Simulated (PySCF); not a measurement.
C2H4N, SMILES [CH2]N=C, multiplicity 2. The structure is a stationary point at B3LYP-D3(BJ)/def2-TZVP. The isomer is the one that the SMILES or the coordinates give; other isomers of the formula were not compared.

The numbers are results of B3LYP-D3(BJ)/def2-TZVP run with PySCF, not measurements.

Harmonic wavenumbers (cm⁻¹): 335, 473, 588, 854, 878, 1108, 1174, 1279, 1301, 1499, 1551, 3025, 3037, 3195, 3198. Rotational constants (GHz): 66.91, 11.89, 10.09; symmetry number 2.

**Question.** Work out the zero-point energy and the ideal-gas rigid-rotor harmonic-oscillator thermochemistry at 298.15 K and 1 atm.

**Answer.** ZPE = ½ Σ hcν = ½ × 23494 cm⁻¹ = 33.59 kcal/mol. H − E(el) = 36.58 kcal/mol. Entropy in cal/(mol K): translation 37.14, rotation 19.84, vibration 2.94, spin 1.38, total 61.30. G − E(el) = 18.30 kcal/mol. Cp = 13.96 cal/(mol K).
